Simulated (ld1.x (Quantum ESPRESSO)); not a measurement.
**bismuth (Bi), TM semilocal: configuration errors across variants**

ld1.x (Quantum ESPRESSO) 7.5 input, shortened:

```
&input
   title='Bi', zed=83., rel=1, dft='PZ', iswitch=3,
   config='[Xe] 4f14 5d10 6s1 6p4'
 /
 &inputp
   pseudotype=1, tm=.true., lloc=0,
   nlcc=.true., rcore=1.50
 /
3
6P  2  1   4.00   0.00  2.00  2.00  0.0
5D  3  2  10.00   0.00  2.00  2.00  0.0
6S  1  0   1.00   0.00  1.85  1.85  0.0
 &test
   configts(1)='5d10 6s1 6p4'
 /
```

All-electron excitation energies from the reference (eV): (1) 5d10 6s2 6p3 -10.177; (2) 5d10 6s2 6p2 -2.023; (3) 5d10 6s2 6p1 13.542; (4) 5d10 6s0 6p5 10.544; (5) 5d9 6s2 6p3 23.271; (6) 5d10 6s1 6p0 83.172; (7) 5d10 6s2 6p2.5 -6.969; (8) 5d10 6s1 6p4 spin -1.023; (9) 5d10 6s2 6p3 spin -11.201.

Spin tests fill each open shell by Hund’s rule, majority spin first.

In the semilocal form every listed channel keeps its own potential, so the choice of the local channel does not act on these tests. It acts once the file is put into the separable form.

A semilocal file is local in each channel, so a ghost entry of none says nothing of the separable form that plane-wave codes build from it.

2 further variants failed, have other tests or another functional or relativity, and are left out.

A true bound ghost makes a file unfit for plane-wave use even where its test errors are small: the radial tests pick states by their node count and pass the ghost by.

Errors AE − PS in meV (a dash: test not solved or not reliable):

```csv
change,(1),(2),(3),(4),(5),(6),(7),(8),(9),bound ghosts
base,+0.9,-5.6,-13,-2.0,-59,-44,-2.3,+11,+7.1,none
wave 6s (bound): rc 1.85 bohr becomes 6s (bound): rc 2.42 bohr,-3.7,-12,-20,-8.0,+11,-32,-7.9,+3.0,+3.0,none
core correction a·sin(br)/r model core inside 1.18 bohr,+0.8,-5.8,-13,-2.1,-71,-45,-2.4,+10,+6.7,none
"type PAW, which also changes the form from semilocal to separable; waves now 6s (bound): rcut 1.60, rcutus 1.85 bohr; 6s channel at 2.9 Ry: rcut 1.60, rcutus 1.85 bohr; 6p (bound): rcut 1.75, rcutus 2.00 bohr; 6p channel at -0.05 Ry: rcut 1.75, rcutus 2.00 bohr; 5d (bound): rcut 1.75, rcutus 2.00 bohr; 5d channel at -1.75 Ry: rcut 1.75, rcutus 2.00 bohr; local potential all-electron potential smoothed inside 1.65 bohr (lloc = -1); augmentation BESSEL, radius 1.40 bohr",+1.3,-2.4,-9.6,-2.2,-56,-48,-0.2,-0.5,+1.3,"p, s"
```

(1) Give the same row for: all radii but the core radius scaled by about 0.81 (s 1.50, p 1.62, d 1.62 bohr).

Answers

(1) +5.3, -4.4, -0.2, +4.7, +237, -29, -1.1, +14, +21; bound ghosts: none.
